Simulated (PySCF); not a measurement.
Mg⁺: script and output

The script input.py:

```python
from pyscf import gto, scf, cc

mol = gto.M(
    atom='Mg 0 0 0',
    basis='6-311++g**',
    charge=1,
    spin=1,
    verbose=4,
)
mf = scf.ROHF(mol)
mf.kernel()
mycc = cc.CCSD(mf, frozen=1)
mycc.kernel()
mycc.ccsd_t()
mf.dip_moment()
print('orbital energies (hartree):', mf.mo_energy[..., max(0, mol.nelec[1]-3):mol.nelec[0]+3].round(4))
```

```bash
$ OMP_NUM_THREADS=1 python input.py
```

It prints (some set-up lines and the per-cycle HOMO/LUMO lines with their warnings removed):

```
PySCF version 2.14.0

[INPUT] Symbol           X                Y                Z      unit          X                Y                Z       unit  Magmom
[INPUT]  1 Mg     0.000000000000   0.000000000000   0.000000000000 AA    0.000000000000   0.000000000000   0.000000000000 Bohr   0.0

nuclear repulsion = 0
number of shells = 14
number of NR pGTOs = 49
number of NR cGTOs = 30
basis = 6-311++g**
ecp = {}

******** <class 'pyscf.scf.rohf.ROHF'> ********
method = ROHF
initial guess = minao
damping factor = 0
level_shift factor = 0
DIIS = <class 'pyscf.scf.diis.CDIIS'>
SCF conv_tol = 1e-09
SCF max_cycles = 50
num. doubly occ = 5  num. singly occ = 1
init E= -199.597125264494
cycle= 1 E= -199.354683012932  delta_E= 0.242  |g|= 0.0834  |ddm|= 0.766
cycle= 2 E= -199.363524127792  delta_E= -0.00884  |g|= 0.0333  |ddm|= 0.474
cycle= 3 E= -199.363784001996  delta_E= -0.00026  |g|= 0.00406  |ddm|= 0.0914
cycle= 4 E= -199.363812891917  delta_E= -2.89e-05  |g|= 0.000688  |ddm|= 0.045
cycle= 5 E= -199.363813050755  delta_E= -1.59e-07  |g|= 3.73e-05  |ddm|= 0.00194
cycle= 6 E= -199.363813051902  delta_E= -1.15e-09  |g|= 2.88e-06  |ddm|= 0.000343
cycle= 7 E= -199.363813051907  delta_E= -5.29e-12  |g|= 3.19e-07  |ddm|= 1.56e-05
Extra cycle  E= -199.363813051907  delta_E= -8.53e-14  |g|= 4.86e-08  |ddm|= 3.49e-06
converged SCF energy = -199.363813051907

WARN: RCCSD method does not support ROHF method. ROHF object is converted to UHF object and UCCSD method is called.

******** <class 'pyscf.cc.uccsd.UCCSD'> ********
CC2 = 0
CCSD nocc = (np.int64(5), np.int64(4)), nmo = (29, 29)
frozen orbitals 1
max_cycle = 50
direct = 0
conv_tol = 1e-07
conv_tol_normt = 1e-06
Init t2, MP2 energy = -0.111630079390555
Init E_corr(UCCSD) = -0.111696263383484
cycle = 1  E_corr(UCCSD) = -0.111351004830083  dE = 0.000345258553  norm(t1,t2) = 0.0141666
cycle = 2  E_corr(UCCSD) = -0.11224299948134  dE = -0.000891994651  norm(t1,t2) = 0.00242636
cycle = 3  E_corr(UCCSD) = -0.112356812221195  dE = -0.00011381274  norm(t1,t2) = 0.000762147
cycle = 4  E_corr(UCCSD) = -0.112381331802193  dE = -2.4519581e-05  norm(t1,t2) = 0.000129758
cycle = 5  E_corr(UCCSD) = -0.112378076874794  dE = 3.2549274e-06  norm(t1,t2) = 3.46506e-05
cycle = 6  E_corr(UCCSD) = -0.112378127660253  dE = -5.07854587e-08  norm(t1,t2) = 3.01618e-06
cycle = 7  E_corr(UCCSD) = -0.112378202328891  dE = -7.46686381e-08  norm(t1,t2) = 5.32709e-07
UCCSD converged
E(UCCSD) = -199.4761912542364  E_corr = -0.1123782023288911
UCCSD(T) correction = -0.000414200870188565

WARN: System has nonzero charge 1; the dipole moment is origin-dependent.
Location of origin: [0. 0. 0.]

Dipole moment(X, Y, Z, Debye): -0.00000, -0.00000, -0.00000
orbital energies (hartree): [-2.6036 -2.6036 -2.6036 -0.3827 -0.147  -0.147  -0.147 ]
```

In short: E(SCF) = -199.363813 Eh, 7 cycles, E(CCSD) − E(SCF) = -0.11238 Eh, (T) = -0.00041 Eh.

It ran on Arm Neoverse V1 (1 thread, shared host) in 1.6 s, peak memory 0.14 GiB.

No search for the lowest solution was made.
